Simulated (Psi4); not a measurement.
C2H7Al, charge +1, doublet, at a GFN2-xTB geometry (such geometries of metal compounds can be far from the true shape) (a state made from the parent by changing its charge; the spin is typed, not shown lowest). Base run: HF/6-31G in Psi4.

Psi4 was given this input:
```
memory 2 GB

molecule mol {
1 2
  Al    0.212454   -0.058624   -0.178344
  C    -0.477015   -1.822075    0.479365
  H     0.142714   -2.580972   -0.028122
  H    -1.531354   -1.973303    0.214135
  H    -0.363442   -1.924192    1.566413
  C     0.054228    1.938774   -0.124172
  H     0.871299    2.309986   -0.766121
  H     0.178313    2.333339    0.892581
  H    -0.909010    2.279887   -0.525191
  H     1.386300   -0.382826   -1.166386
}

set basis 6-31g
set reference uhf
set stability_analysis check
set scf_type pk

energy('scf')
print_variables()
```

The bond that is stretched is that between atoms 4 and 2. A test that says stable can miss a lower solution.

Each row names what was changed in the base input (with any setting that the change needs).

| change | ΔE vs base (mEh) | <S^2> | outcome |
|---|---|---|---|
| base | 0.000 | 0.776 | converged |
| stability_analysis = follow; reference = uhf | -0.588 | 0.817 | converged |
| bond × 1.25 | 33.514 | 0.778 | converged |
| stability_analysis = follow; reference = uhf; bond × 1.25 | 32.187 | 0.812 | converged |
| bond × 1.5 | 81.934 | 0.850 | converged |
| stability_analysis = follow; reference = uhf; bond × 1.5 | 81.934 | 0.850 | converged |
| bond × 1.8 | 111.3 | 0.956 | converged |
| stability_analysis = follow; reference = uhf; bond × 1.8 | 111.3 | 0.956 | converged |
| bond × 2.2 | 124.8 | 0.969 | converged |
| stability_analysis = follow; reference = uhf; bond × 2.2 | 124.8 | 0.969 | converged |
| bond × 3.0 | 251.2 | 0.963 | converged |
| stability_analysis = follow; reference = uhf; bond × 3.0 | - | - | not converged |

Psi4 reported an instability in these rows: base; stability_analysis = follow; reference = uhf; bond × 1.25; stability_analysis = follow; reference = uhf; bond × 1.25; bond × 3.0; stability_analysis = follow; reference = uhf; bond × 3.0 (restricted rows aren't judged here).

On stretching, the SCF can end on different states; <S^2> shows the spin contamination of each.
